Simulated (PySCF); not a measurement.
# Electron correlation in Kr²³⁺ (krypton, charge +23)

[Ne] 3s2 3p1, 2P determinant. Computed with PySCF 2.14 in an even-tempered Gaussian basis (18 s from 2.2 bohr⁻², ratio 2.5; 12 p from 2.9 bohr⁻², ratio 2.5; 5 d from 13 bohr⁻², ratio 2.7; 4 f from 20 bohr⁻², ratio 2.7), with scalar relativity by spin-free X2C-1e. Frozen: 1s2; 11 electrons correlated; the 22 highest virtual orbitals of each spin left out.

```json
{"level": "CCSD", "correlation energy (mhartree)": "-474.95"}
{"level": "(T)", "correlation energy (mhartree)": "-1.87"}
{"level": "CCSD(T)", "correlation energy (mhartree)": "-476.82"}
```

Diagnostics: T1 = 0.0015, D1 = 0.0068, largest double amplitude 0.076.

Spin-orbit coupling, absent here, splits the open shell strongly.

Cost of the coupled-cluster step: roughly 40 core-seconds, for 11 correlated electrons.

At this charge the one-electron X2C treatment keeps the bare 1/r₁₂, with no two-electron picture change or Breit term. The effect here is smaller than on the frozen 1s shell; and a scalar Hamiltonian misses the large spin-orbit splitting of the p shells, which matters for ns² → np² pairs.
